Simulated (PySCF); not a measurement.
**A single-point calculation**

Hf(NH2)3 (doublet). PySCF 2.14.0, UKS PBE0, Hf def2-SVP with ECP60, N def2-SVP, H def2-SVP; non-relativistic Hamiltonian with scalar-relativistic core potentials where named; density fitting; no spin-orbit coupling. Purpose: one electron added, vertical, doublet.

```python
mol = gto.M(atom='''
Hf    -0.08004     0.04580     0.63961
N      1.87531     0.01454     0.30911
H      2.45119    -0.82573     0.21961
H      2.46983     0.81458     0.08278
N     -0.95309     1.64586    -0.14282
H     -0.49950     2.53846    -0.35134
H     -1.90422     1.69692    -0.51465
N     -0.95346    -1.64194     0.07284
H     -0.48850    -2.54189    -0.06441
H     -1.91752    -1.74660    -0.25072''',
    basis={'Hf': 'def2-SVP', 'N': 'def2-SVP', 'H': 'def2-SVP'},
    ecp={'Hf': 'def2-SVP'},
    charge=0, spin=1)
mf = dft.UKS(mol, xc='PBE0')
mf.grids.atom_grid = (50, 194)
mf = mf.density_fit()  # fitting sets: Hf def2-universal-JKFIT, N def2-universal-JKFIT, H def2-universal-JKFIT
mf.conv_tol = 1e-08; mf.max_cycle = 55
mf.kernel(dm0)  # dm0: converged density of the relaxed state
```

Run from Python with OMP_NUM_THREADS=2; the lines above give its settings. Where DIIS fails, smearing, a level shift and second-order steps follow.
It took 3.6 s on 2 threads of Arm Neoverse V1, with other jobs on the host, from an already converged density.

Task: Where do the frontier levels lie, over both spins?

Result: HOMO -3.54 eV, LUMO -0.74 eV. 

Task: What are the Mulliken charges and spins?

Result: 
```tsv
atom	charge (e)	spin (e)
Hf1	0.548	1.088
N2	-0.472	-0.033
H3	0.145	0.002
H4	0.145	0.002
N5	-0.472	-0.033
H6	0.145	0.002
H7	0.145	0.002
N8	-0.472	-0.033
H9	0.145	0.002
H10	0.145	0.002
```

Task: How does its energy compare with the relaxed singlet of charge +1 in vacuum?

Result: It lies 5.300 eV lower.

Open shells may have lower solutions than the one found.
